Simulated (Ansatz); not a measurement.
Results of the Gaussian-basis code of Ansatz.

`O/C(=C\F)[SiH2]F`. The species carries charge 0 and has multiplicity 1. The structure was optimised at the PBE0-D4/def2-TZVP level. It is one conformer, not always the lowest.

```xyz
10

O     0.926   -1.430    0.393
C     0.159   -0.312    0.278
C    -0.472    0.252    1.303
F    -0.370   -0.282    2.537
Si    0.038    0.402   -1.438
F    -0.901    1.693   -1.334
H     0.925   -1.720    1.313
H    -1.088    1.138    1.253
H     1.369    0.822   -1.933
H    -0.585   -0.563   -2.372
```

Task: What is the dipole moment at B3LYP/def2-TZVPP? (Best estimate.)

Result: The calculation gave: 0.59 D, with components (0.30, -0.48, 0.19) D in this frame, pointing from negative to positive charge.

Task: And with PBE, r2SCAN, ωB97M-V? (An estimate is asked.)

Result: The calculation gave: PBE 0.71 D, r2SCAN 0.67 D, ωB97M-V 0.54 D.

Task: Give the Mulliken charges with B3LYP, r2SCAN, PBE in def2-TZVPP. (Best estimate.)

Result: The calculation gave: 
```tsv
atom	B3LYP	r2SCAN	PBE
O1	-0.31	-0.32	-0.26
C2	0.02	-0.01	0.01
C3	0.06	0.09	0.03
F4	-0.22	-0.22	-0.18
Si5	0.60	0.63	0.52
F6	-0.33	-0.33	-0.28
H7	0.20	0.22	0.20
H8	0.12	0.11	0.10
H9	-0.07	-0.08	-0.07
H10	-0.07	-0.08	-0.07
```

B3LYP here is the variant with VWN-RPA as its local correlation; programs differ in this.
